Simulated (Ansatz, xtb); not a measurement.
Two isomers of C4H5NSeSi

Structure a: `N#CCC1=C[Se][SiH2]1`, a singlet. Structure b: `CC#C[SiH2][Se]C#N`, a singlet. Both are isolated molecules in the gas phase, relaxed with PBE-D3(BJ)/def2-SVP; the shapes shown needn't be the lowest conformers.

a (Å):

```yaml
atoms:
  - { symbol: C, position_ang: [-0.5124, 1.6287, 1.6185] }
  - { symbol: C, position_ang: [-0.5745, 0.2892, 1.0229] }
  - { symbol: C, position_ang: [0.0531, 0.2348, -0.3478] }
  - { symbol: C, position_ang: [-0.5189, -0.2560, -1.4803] }
  - { symbol: N, position_ang: [-0.4291, 2.7042, 2.0744] }
  - { symbol: Se, position_ang: [0.6748, -0.1340, -3.0054] }
  - { symbol: Si, position_ang: [1.6955, 0.7560, -1.0956] }
  - { symbol: H, position_ang: [-1.6371, -0.0356, 0.9792] }
  - { symbol: H, position_ang: [-0.0615, -0.4127, 1.7196] }
  - { symbol: H, position_ang: [-1.5316, -0.6855, -1.5964] }
  - { symbol: H, position_ang: [1.9761, 2.2277, -1.1717] }
  - { symbol: H, position_ang: [2.9215, 0.0164, -0.6394] }
```

b (Å):

```yaml
atoms:
  - { symbol: C, position_ang: [-0.5773, -1.8520, -2.4818] }
  - { symbol: C, position_ang: [0.0622, -1.3686, -1.2723] }
  - { symbol: C, position_ang: [0.6069, -0.9536, -0.2480] }
  - { symbol: C, position_ang: [1.8418, 2.4110, -0.3106] }
  - { symbol: N, position_ang: [2.3337, 2.6703, -1.3489] }
  - { symbol: Se, position_ang: [1.0533, 2.0616, 1.3186] }
  - { symbol: Si, position_ang: [1.4363, -0.2484, 1.1995] }
  - { symbol: H, position_ang: [-0.4788, -1.1095, -3.3012] }
  - { symbol: H, position_ang: [-0.1159, -2.8004, -2.8275] }
  - { symbol: H, position_ang: [-1.6591, -2.0379, -2.3184] }
  - { symbol: H, position_ang: [2.9154, -0.4810, 1.1590] }
  - { symbol: H, position_ang: [0.8473, -0.7206, 2.4967] }
```

Quicker runs give these differences E(b) − E(a): GFN2-xTB +42.0 kJ/mol; HF/STO-3G +17.5 kJ/mol (at GFN2-xTB geometries); r2SCAN-D4/def2-SVP +49.4 kJ/mol (at GFN2-xTB geometries).

Task: Estimate E(b) − E(a) at the level CCSD(T)/def2-SVP + ΔMP2/def2-TZVPP.

Result: Calculated at CCSD(T)/def2-SVP + ΔMP2/def2-TZVPP: E(b) − E(a) = +38.3 kJ/mol, so structure a lies lower.

Level by level:

```csv
level,geometry,E(b) − E(a) (kJ/mol),departure from the last row (kJ/mol),"job, with rough time for the two"
GFN2-xTB,GFN2-xTB,+42.0,+3.7,"optimisation, 0.23 s"
HF/STO-3G,GFN2-xTB,+17.5,−20.8,"single point, 0.54 s"
r2SCAN-D4/def2-SVP,GFN2-xTB,+49.4,+11.2,"single point, 4.8 s"
PBE-D3(BJ)/def2-SVP,PBE-D3(BJ)/def2-SVP,+60.8,+22.5,"optimisation, 31 s"
HF/def2-SVP,PBE-D3(BJ)/def2-SVP,+30.1,−8.2,part of the CCSD(T) run
MP2/def2-SVP,PBE-D3(BJ)/def2-SVP,+40.5,+2.2,part of the CCSD(T) run
CCSD(T)/def2-SVP,PBE-D3(BJ)/def2-SVP,+44.8,+6.5,single point
CCSD(T)/def2-SVP + ΔMP2/def2-TZVPP,PBE-D3(BJ)/def2-SVP,+38.3,,"single point, 92 s"
```

As drawn, b has 1 C≡C in place of 1 C–C, 1 C=C. Structure a has a 4-membered ring, b no ring.

The levels shown agree on the order. The largest departure from CCSD(T)/def2-SVP + ΔMP2/def2-TZVPP is that of PBE-D3(BJ)/def2-SVP, 22.5 kJ/mol. The last row adds to CCSD(T) the change of the MP2 difference between the two basis sets, here −6.5 kJ/mol.

With thermal terms from frequencies at re-optimised GFN2-xTB minima (ideal gas, soft modes damped towards free rotors, one conformer each, 298.15 K, 1 atm): the zero-point term adds −5.3 kJ/mol; ΔH is +37.8 and ΔG +25.2 kJ/mol.

The correlated steps freeze 19 core orbitals; the filled d shell of Se is correlated, in a basis made for valence electrons. Codes used: Ansatz 0.2.0, xtb 6.7.1; the last row on 4 threads of Arm Neoverse V1 on a shared host.
